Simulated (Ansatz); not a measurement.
This geometry of CH$_{5}$BrClGeN (10 atoms, charge 0, multiplicity 1) is a first-order saddle point.

These are results of Ansatz 0.2.0, RKS PBE-D4/def2-SVP, not measurements.

```xyz
10
Properties=species:S:1:pos:R:3
N -0.094 0.921 1.204
C -0.653 0.565 -0.050
Ge 0.339 -0.967 -0.891
Cl 0.106 -2.724 0.388
Br 2.597 -0.344 -0.840
H 0.763 1.464 1.240
H -0.648 0.863 2.052
H -1.698 0.214 0.067
H -0.669 1.381 -0.813
H 0.040 -1.424 -2.353
```

Problem. Which two structures does it join? (They come from a converged band through this point; their orientation in space is the band's.)

Solution. No bond is made or broken. The height of N1 over the plane of its neighbours goes from 0.37 to -0.38 Å.

Image 0:

```xyz
10
Properties=species:S:1:pos:R:3
N -0.109 0.787 1.305
C -0.679 0.470 0.014
Ge 0.365 -0.965 -0.850
Cl 0.193 -2.828 0.257
Br 2.595 -0.270 -0.779
H 0.830 1.192 1.196
H -0.683 1.475 1.805
H -1.704 0.056 0.134
H -0.747 1.295 -0.745
H 0.023 -1.264 -2.334
```

Image 8:

```xyz
10
Properties=species:S:1:pos:R:3
N -0.269 1.018 1.227
C -0.713 0.648 -0.092
Ge 0.322 -0.886 -0.866
Cl 0.174 -2.454 0.661
Br 2.554 -0.179 -0.894
H 0.719 1.305 1.214
H -0.335 0.219 1.871
H -1.780 0.340 -0.079
H -0.618 1.498 -0.799
H 0.029 -1.561 -2.240
```

Problem. How far does it lie above each of them?

Solution. 0.094 eV above the first and 0.252 eV above the second. This is the barrier of this one path; another mechanism may lie lower.

Run time: 4.9 min on 2 threads of Arm Neoverse V1, with other jobs on the host, peak memory 0.2 GiB.
